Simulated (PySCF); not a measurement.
Two-component Hartree-Fock for Sm(3+) (samarium, charge +3)

Start: [Xe] 4f5; 4f5/2 filled at m_j = -3/2, -1/2, +1/2, +3/2, +5/2. Calculated with PySCF 2.14 in x2c-TZVPPall-2c (11s11p10d4f2g, 140 functions): generalised Hartree-Fock with the X2C-1e Hamiltonian and a Gaussian nucleus; one run each with spin-orbit coupling (SO) switched off, then screened by Boettger's factors.

```json
{"spinor shell": "1s1/2", "electrons": "2", "ε, spin-free (eV)": "-47097.2", "ε, screened SO (eV)": "-47089.3", "weight of nominal j (screened SO)": "1.000", "rms radius, screened SO (bohr)": "0.0259"}
{"spinor shell": "2s1/2", "electrons": "2", "ε, spin-free (eV)": "-7839.8", "ε, screened SO (eV)": "-7837.3", "weight of nominal j (screened SO)": "1.000", "rms radius, screened SO (bohr)": "0.105"}
{"spinor shell": "2p1/2", "electrons": "2", "ε, spin-free (eV)": "-6990.8", "ε, screened SO (eV)": "-7414.5", "weight of nominal j (screened SO)": "1.000", "rms radius, screened SO (bohr)": "0.0900"}
{"spinor shell": "2p3/2", "electrons": "4", "ε, spin-free (eV)": "-6990.8", "ε, screened SO (eV)": "-6807.4", "weight of nominal j (screened SO)": "1.000", "rms radius, screened SO (bohr)": "0.0962"}
{"spinor shell": "3s1/2", "electrons": "2", "ε, spin-free (eV)": "-1792.1", "ε, screened SO (eV)": "-1791.3", "weight of nominal j (screened SO)": "1.000", "rms radius, screened SO (bohr)": "0.271"}
{"spinor shell": "3p1/2", "electrons": "2", "ε, spin-free (eV)": "-1521.0", "ε, screened SO (eV)": "-1608.9", "weight of nominal j (screened SO)": "1.000", "rms radius, screened SO (bohr)": "0.263"}
{"spinor shell": "3p3/2", "electrons": "4", "ε, spin-free (eV)": "-1521.0", "ε, screened SO (eV)": "-1482.5", "weight of nominal j (screened SO)": "1.000", "rms radius, screened SO (bohr)": "0.276"}
{"spinor shell": "3d3/2", "electrons": "4", "ε, spin-free (eV)": "-1153.2", "ε, screened SO (eV)": "-1169.7", "weight of nominal j (screened SO)": "0.996", "rms radius, screened SO (bohr)": "0.248"}
{"spinor shell": "3d5/2", "electrons": "6", "ε, spin-free (eV)": "-1153.2", "ε, screened SO (eV)": "-1141.5", "weight of nominal j (screened SO)": "0.997", "rms radius, screened SO (bohr)": "0.251"}
{"spinor shell": "4s1/2", "electrons": "2", "ε, spin-free (eV)": "-403.51", "ε, screened SO (eV)": "-403.24", "weight of nominal j (screened SO)": "1.000", "rms radius, screened SO (bohr)": "0.615"}
{"spinor shell": "4p1/2", "electrons": "2", "ε, spin-free (eV)": "-311.56", "ε, screened SO (eV)": "-332.61", "weight of nominal j (screened SO)": "0.975", "rms radius, screened SO (bohr)": "0.634"}
{"spinor shell": "4p3/2", "electrons": "4", "ε, spin-free (eV)": "-311.56", "ε, screened SO (eV)": "-302.13", "weight of nominal j (screened SO)": "0.988", "rms radius, screened SO (bohr)": "0.661"}
{"spinor shell": "4d3/2", "electrons": "4", "ε, spin-free (eV)": "-179.11", "ε, screened SO (eV)": "-187.48", "weight of nominal j (screened SO)": "0.718", "rms radius, screened SO (bohr)": "0.718"}
{"spinor shell": "4d5/2", "electrons": "6", "ε, spin-free (eV)": "-179.11", "ε, screened SO (eV)": "-173.29", "weight of nominal j (screened SO)": "0.812", "rms radius, screened SO (bohr)": "0.723"}
{"spinor shell": "5s1/2", "electrons": "2", "ε, spin-free (eV)": "-81.579", "ε, screened SO (eV)": "-81.534", "weight of nominal j (screened SO)": "1.000", "rms radius, screened SO (bohr)": "1.48"}
{"spinor shell": "5p1/2", "electrons": "2", "ε, spin-free (eV)": "-55.953", "ε, screened SO (eV)": "-59.403", "weight of nominal j (screened SO)": "0.941", "rms radius, screened SO (bohr)": "1.64"}
{"spinor shell": "5p3/2", "electrons": "4", "ε, spin-free (eV)": "-55.953", "ε, screened SO (eV)": "-54.405", "weight of nominal j (screened SO)": "0.971", "rms radius, screened SO (bohr)": "1.73"}
{"spinor shell": "4f5/2", "electrons": "5", "ε, spin-free (eV)": "-45.222", "ε, screened SO (eV)": "-45.210", "weight of nominal j (screened SO)": "0.637", "rms radius, screened SO (bohr)": "0.969"}
```

| quantity | spin-free | screened SO |
| --- | --- | --- |
| E (hartree) | -10418.78625 | -10424.75075 |
| M_J | 5/2 | 5/2 |
| ⟨J²⟩ | 13.764 | 13.083 |
| ⟨L²⟩ | 30.010 | 29.817 |
| ⟨S²⟩ | 8.754 | 8.684 |

The determinant has a definite M_J but mixes levels of different J.

Each row is a mean over spinors that exchange with the open shell spreads, by up to 9.270 eV (4d3/2).

Rows whose weight is well below 1 are mixtures of j = l ± 1/2: exchange outweighs spin-orbit coupling there, and the label is only the starting occupation.

Breit and QED terms are absent; they matter most for the inner s and p1/2 levels.

Densities and radii are taken from the X2C orbitals without a picture-change correction, which distorts them close to the nucleus.

Without spin-orbit coupling the j labels of p, d and f shells carry no meaning; the spin-free column gives the mean over the occupied spinors of each nl shell, and its ⟨J²⟩ belongs to a mixture of degenerate components.
